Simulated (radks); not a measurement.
Question: The mean radii <r> (bohr) of the occupied orbitals of an atom or ion are listed with their occupations. Calculated with a radial shooting solver on a logarithmic mesh with Libxc functionals: scalar-relativistic Kohn-Sham, RPBE, spin-polarised, spherical densities, finite nucleus; Fermi nuclear charge, rms radius of each element as measured or else 0.836 A^(1/3) + 0.57 fm.

orbital  occ.      <r>
1s up       1  0.09093
1s down     1  0.09092
2s up       1   0.4422
2s down     1   0.4421
2p up       3   0.4045
2p down     3   0.4044
3s up       1    1.351
3s down     1    1.355
3p up       1    1.444

Name the element and its charge. Open shells, if any, are filled with parallel spins first.

Answer: Z = 17, chlorine, charge +4: Cl4+ in [Ne] 3s2 3p1. The 1s radius gives Z: for a bare nucleus <r> = (2 gamma + 1)/(2Z) with gamma = sqrt(1 - (Z/c)^2), 0.08778 bohr for Z = 17, and screening makes it slightly larger (0.09093 here). The occupations add up to 13, and the charge is Z minus that.
